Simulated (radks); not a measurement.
The numbers below are computed, except where a source is named.
All-electron atom: Cs5+ in [Kr] 4d10 5s2 5p2. Level of theory: scalar-relativistic Kohn-Sham, PBEsol, spin-unpolarised, spherical densities, finite nucleus; Fermi nuclear charge, rms radius 4.8041 fm (a radial shooting solver on a logarithmic mesh with Libxc functionals).

Normalised radial functions P(r) = r R(r), r in bohr:

```
   r/bohr * 3p, o 4s, + 5s (the largest magnitude, 2.02, reaches the edge; | marks zero, & curves that meet)
 0.004207                             |& o
 0.005521                             |*+o
 0.007306                             |*+ o
 0.009666                             | & o
  0.01269                             | +*o
  0.01679                             | + o*
  0.02221                             |+ o   *
  0.02916                             +o        *
  0.03858                           o+|            *
  0.05104                        o  + |              *
    0.067                      o   +  |              *
  0.08864                      o   +  |          *
   0.1173                           o+|*
    0.154                  *          | +  o
   0.2037      *                      |   +     o
   0.2695  *                          |   +    o
   0.3538      *                     +o
   0.4681                &      +     |
   0.6193          o            +*    |
   0.8129             o              *+
    1.076                     o       *       +
    1.423                          o  *            +
    1.868                            o*          +
    2.472                             &    +
     3.27                             & +
    4.293                             &
     5.68                             &
```

3p: eigenvalue -1039.8 eV, 1 radial node at r = 0.121 bohr, <r> = 0.297 bohr, 90 % of the charge inside 0.445 bohr. 4s: eigenvalue -277.87 eV, 3 radial nodes at r = 0.0324, 0.129, 0.353 bohr, <r> = 0.694 bohr, 90 % of the charge inside 0.998 bohr. 5s: eigenvalue -78.587 eV, 4 radial nodes at r = 0.0323, 0.128, 0.340, 0.819 bohr, <r> = 1.60 bohr, 90 % of the charge inside 2.28 bohr.
